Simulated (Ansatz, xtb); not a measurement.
**Two isomers of BrH7SSi3**

Structure X: `[SiH3][Si]([SiH3])(S)Br`, a singlet. Structure Y: `S[SiH2][SiH2][SiH2]Br`, a singlet. Both are isolated molecules in the gas phase, relaxed with PBE-D3(BJ)/def2-SVP; the shapes shown needn't be the lowest conformers.

X (Å):

```xyz
12

Br   -3.3899   -1.5707    3.5601
S    -2.3671    1.5529    2.2848
Si   -2.8687   -1.2456   -0.1021
Si   -2.0734   -0.5873    2.0117
Si    0.1498   -1.1678    2.5158
H    -4.3296   -0.9062   -0.1987
H    -2.6677   -2.7225   -0.3110
H    -2.1083   -0.4927   -1.1636
H     1.0708   -0.4152    1.5902
H     0.4430   -0.7783    3.9375
H     0.3700   -2.6452    2.3304
H    -1.5090    1.8596    1.2678
```

Y (Å):

```xyz
12

Br   -1.3628   -2.8180   -0.0194
S    -0.6302    1.4820    0.6447
Si    0.7114    0.1956    1.7719
Si    1.8917   -1.0956    0.2006
Si    0.2643   -1.9083   -1.2893
H     0.3754    2.0798   -0.0561
H     1.6268    0.9810    2.6753
H    -0.1931   -0.6603    2.6086
H     2.6548   -2.2410    0.8145
H     2.8614   -0.2097   -0.5443
H    -0.3348   -0.8078   -2.1169
H     0.7854   -2.9827   -2.2038
```

Question: Which of the two would you expect CCSD(T)/def2-SVP + ΔMP2/def2-TZVPP electronic energies to favour?

Answer: Too close to call at this level: CCSD(T)/def2-SVP + ΔMP2/def2-TZVPP gives E(Y) − E(X) = +0.021 eV.

Level by level:

| level | geometry | E(Y) − E(X) (eV) | departure from the last row (eV) | job, with rough time for the two |
| --- | --- | --- | --- | --- |
| PBE-D3(BJ)/def2-SVP | PBE-D3(BJ)/def2-SVP | +0.009 | −0.012 | optimisation, 36 s |
| HF/def2-SVP | PBE-D3(BJ)/def2-SVP | −0.047 | −0.068 | part of the CCSD(T) run |
| MP2/def2-SVP | PBE-D3(BJ)/def2-SVP | −0.010 | −0.030 | part of the CCSD(T) run |
| CCSD(T)/def2-SVP | PBE-D3(BJ)/def2-SVP | −0.022 | −0.043 | single point |
| CCSD(T)/def2-SVP + ΔMP2/def2-TZVPP | PBE-D3(BJ)/def2-SVP | +0.021 |  | single point, 46 s |

As drawn, both hold the same kinds of bond in the same numbers.

The largest departure from CCSD(T)/def2-SVP + ΔMP2/def2-TZVPP is that of HF/def2-SVP, 0.068 eV. Levels run at GFN2-xTB geometries aren't shown. The last row adds to CCSD(T) the change of the MP2 difference between the two basis sets, here +0.043 eV.

With thermal terms from frequencies at re-optimised GFN2-xTB minima (ideal gas, soft modes damped towards free rotors, one conformer each, 298.15 K, 1 atm): on the last row, ΔE + ΔZPE = +0.058, ΔH = +0.033, ΔG = +0.090 eV.

The correlated steps freeze 29 core orbitals; the filled d shell of Br is correlated, in a basis made for valence electrons. Codes used: Ansatz 0.2.0, xtb 6.7.1; the last row on 2 threads of Intel(R) Xeon(R) 6975P-C (Granite Rapids) on a shared host.
